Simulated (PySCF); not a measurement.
An unknown is described by computed data only.

Elements present: C, H and N. Monoisotopic mass: 133.0891 u.

* Dipole: 1.32 D [CAM-B3LYP/def2-SVPD]
* 13C NMR: chemical shifts (computed TMS as zero) by class: 146.2 (1 C), 141.2 (1 C), 138.6 (1 C), 130.9 (1 C), 130.2 (1 C), 129.6 (1 C), 129.3 (1 C), 120.7 (1 C), 49.7 (1 C) ppm [GIAO B97-2/pcSseg-1]
* UV, first state: lowest singlet excitation: 5.02 eV (247 nm, f = 0.054) [TDDFT CAM-B3LYP/def2-SVPD]
* NMR, other nuclei: isotropic shieldings of nuclei other than C and H, by class: 214 (1 N) ppm [GIAO B97-2/pcSseg-1]
* 1H NMR: chemical shifts (computed TMS as zero) by class: 7.48 (1 H), 7.29 (1 H), 7.26 (1 H), 7.20 (1 H), 7.10 (1 H), 5.86 (1 H), 5.53 (1 H), 3.70 (2 H), 0.55 (2 H) ppm [GIAO B97-2/pcSseg-1]
* Triplet: lowest triplet excitation (Tamm–Dancoff): 3.41 eV [TDA CAM-B3LYP/def2-SVPD]
* UV, strongest line: among the 10 lowest singlet transitions: S4 at 6.27 eV (198 nm, f = 0.292) [TDDFT CAM-B3LYP/def2-SVPD]
* Rotational structure: rotational constants A, B, C: 1.692, 1.326, 0.791 GHz [PBE0-D3(BJ)/def2-SVP]

Electronic properties: PySCF, gas phase, density fitting. Levels stand in brackets. The structure is a single PBE0-D3(BJ)/def2-SVP conformer in the gas phase; no vibrational or solvent corrections. NMR classes are plain means over equivalent atoms (diastereotopic ones count apart unless rotation or inversion swaps them), as if these changed places fast.

Task: Which formula fits the mass and the elements?

Result: C9H11N (calculated 133.0891). No other formula that holds each of these elements comes within 0.0003 u with a fitting electron parity and a possible valence count.

Task: Give a SMILES that accounts for the data.

Result: Numbering: `[CH2:1]=[CH:2][c:3]1[cH:4][cH:5][cH:6][cH:7][c:8]1[CH2:9][NH2:10]`. Its formula, C9H11N, gives 5 degrees of unsaturation: 1 ring and 4 π bonds in the structure found (Kekulé form). 9 carbons fall into 9 classes; from least to most shielded: substituted aromatic carbon [C8] (146.2 ppm), alkene CH carbon [C2] (141.2 ppm), substituted aromatic carbon [C3] (138.6 ppm), aromatic CH carbon [C6] (130.9 ppm), aromatic CH carbon [C7] (130.2 ppm), aromatic CH carbon [C5] (129.6 ppm), aromatic CH carbon [C4] (129.3 ppm), terminal =CH2 carbon [C1] (120.7 ppm), chain sp3 carbon bound to nitrogen [C9] (49.7 ppm). Hydrogen classes from least to most shielded: 1 H on an aromatic CH carbon, C4 (7.48 ppm), 1 H on an aromatic CH carbon, C5 (7.29 ppm), 1 H on an aromatic CH carbon, C6 (7.26 ppm), 1 H on an alkene CH carbon, C2 (7.20 ppm), 1 H on an aromatic CH carbon, C7 (7.10 ppm), 1 H on a terminal =CH2 carbon, C1 (5.86 ppm), 1 H on a terminal =CH2 carbon, C1 (5.53 ppm), 2 H on an sp3 carbon bound to nitrogen, C9 (3.70 ppm, a mean of values up to 0.7 ppm apart in this geometry), 2 H on a primary amine nitrogen, N10 (0.55 ppm, a mean of values up to 0.9 ppm apart in this geometry). The other shieldings belong to: 214 ppm, primary amine nitrogen [N10]. The optimised geometry has point group C1 and is an asymmetric top. Structure: `C=Cc1ccccc1CN`. Computed isomers that give other values at the same levels: `C[C@H]1Cc2cc(N)ccc21` (rotational constant A: 3.360 GHz; this holds for the one conformer computed); `c1ccc(C2CCC2)nc1` (rotational constant A: 3.710 GHz; this holds for the one conformer computed); `C=Cc1cccc(NC)c1` (lowest singlet excitation: 4.29 eV (289 nm, f = 0.072)). The assignments are read from this structure; whether some other isomer fits the data as well wasn't checked.

Shape of the structure used: `[CH2:1]=[CH:2][c:3]1[cH:4][cH:5][cH:6][cH:7][c:8]1[CH2:9][NH2:10]`: C1–C2–C3–C4 -32°, C7–C8–C9–N10 109°, H–N10–C9–C8 62°, H–N10–C9–C8 -54°.
